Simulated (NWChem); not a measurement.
# C₃HCl₂F; SMILES FC=C=C(Cl)Cl

```xyz
7

F      0.4507     3.0836     0.0000
C     -0.4971     2.1550     0.0000
C     -0.2515     0.8694     0.0000
C     -0.0726    -0.4249     0.0000
Cl     0.0576    -1.3519    -1.4517
Cl     0.0576    -1.3519     1.4517
H     -1.5076     2.5802     0.0000
```
Atoms are numbered in this order, from 1.

Program: NWChem. Geometry: optimised at PBE0/def2-SVP. B3LYP is NWChem's, with the RPA form of VWN correlation. Solvent water, SMD (1 M gas to 1 M solution), gas-phase geometry.

```csv
level,basis functions,solvation free energy (kcal/mol),cavity-dispersion-structure term (kcal/mol),dipole in solution (D),relative time
B3LYP/3-21G,64,1.2,3.8,2.33,1
B3LYP/pcseg-1,97,1.0,3.8,2.01,3
B3LYP/aug-pcseg-1,155,1.1,3.8,1.92,10
B3LYP/pcseg-2,202,1.1,3.8,1.90,9
B3LYP/def2-TZVPP,222,1.2,3.8,1.83,10
```

Times are rough ratios from one shared machine.
